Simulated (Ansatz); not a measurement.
H4O3SZr, SMILES `[OH][Zr]([OH])([OH])[SH]`, relaxed with RKS PBE0-D4/def2-TZVP in the Gaussian-basis code of Ansatz from a GFN2-xTB geometry. The force threshold is 0.005 eV/Å; the program also tests the step.

The species carries charge 0 and has multiplicity 1. Zr takes the def2 core potential.

Start:

```xyz
9

O    -0.907   -0.046    1.859
Zr   -0.073    0.091    0.189
O     1.307    1.355    0.162
O    -1.244    0.174   -1.280
S     1.226   -1.917   -0.361
H    -0.902    0.513    2.644
H     2.144    1.248   -0.312
H    -2.085    0.632   -1.396
H     0.534   -2.051   -1.506
```

Question: How much energy does the relaxation release, and in how many steps? (Estimate.)

Answer: The calculation gave: 45.80 kJ/mol, in 38 steps, 2 of them rejected.

Question: Which bonds change most? (Best estimate.)

Answer: Computed: Zr2–O3 from 1.872 to 1.917 Å; O1–Zr2 from 1.871 to 1.913 Å; Zr2–O4 from 1.881 to 1.918 Å; Zr2–S5 from 2.454 to 2.480 Å.

Question: Give the relaxed structure. (An estimate is asked.)

Answer: The calculation gave: 
```xyz
9

O    -0.745    0.048    1.921
Zr   -0.057    0.008    0.136
O     1.487    1.120   -0.099
O    -1.390    0.522   -1.144
S     0.584   -2.359   -0.238
H    -0.928    0.280    2.827
H     2.090    1.803   -0.375
H    -2.210    0.647   -1.611
H     1.169   -2.069   -1.416
```
